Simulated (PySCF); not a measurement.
Molecule: C2O2Ru, net charge 0, triplet state. The spin state was set by rule; other spins were not relaxed. 
Coordinates optimised at B3LYP-D3(BJ)/def2-TZVP (Ansatz):
```
Ru
C 1 1.8792
O 2 1.1496 1 170.52
C 1 1.8792 2 102.62 3 0.00
O 4 1.1496 1 170.52 2 0.00
```
Charge 0, spin multiplicity 3.

Dispersion corrections to the total energy (kcal/mol) from the dftd3 and dftd4 libraries through PySCF: D3(BJ) without and D4 with the three-body term, each with the damping fitted for the functional named.

```csv
functional,D3(BJ),D4
BLYP,-6.44,[?]
B3LYP,[?],-4.87
TPSS,-3.63,-3.99
PBE0,[?],-2.51
CAM-B3LYP,-2.54,-2.59
B2PLYP,-2.75,-2.06
HSE06,-2.13,-2.37
```

Problem. Some entries are withheld; supply them.

Solution. 
- BLYP, D4: -6.48
- B3LYP, D3(BJ): -5.37
- PBE0, D3(BJ): -2.53
